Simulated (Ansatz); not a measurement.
Two isomers of AlBH8OSi2: A = `[BH2][Al]([SiH3])[O][SiH3]`, B = `[AlH2][B]([SiH3])O[SiH3]`.

Program: Ansatz. Geometries: PBE0-D4/def2-TZVP. ΔE: electronic, gas phase. CCSD(T)/CBS is the MP2 limit (def2-TZVPP, def2-QZVPP) plus CCSD(T) − MP2 in def2-TZVPP, frozen cores. DFT in def2-TZVPP. B3LYP here is the variant with VWN-RPA as its local correlation; programs differ in this. One conformer a species, not always the lowest.

Q: Which is lower in electronic energy at CCSD(T)/CBS, and by how much? (Best estimate.)

A: Ansatz gave: A, by 14.1 kcal/mol.

Q: Give E(B) − E(A) in kcal/mol with CCSD/def2-TZVPP, CCSD(T)/def2-TZVPP, PBE0-D4, B3LYP, ωB97M-V, HF/def2-TZVPP, B3LYP-D4. (Estimate.)

A: The calculation gave: CCSD/def2-TZVPP 15.6, CCSD(T)/def2-TZVPP 14.1, PBE0-D4 11.5, B3LYP 15.1, ωB97M-V 11.8, HF/def2-TZVPP 20.6, B3LYP-D4 13.3. None reverses the order clearly.

Largest T1 diagnostic: 0.014.

From PBE to PBE0 (25 % exact exchange), in def2-TZVPP and without D4, E(B) − E(A) moves by +2.0 kcal/mol. In def2-TZVPP, CCSD(T) changes the Hartree–Fock value by −6.5 kcal/mol (the triples alone add −1.5 kcal/mol) and MP2 by −5.9 kcal/mol.
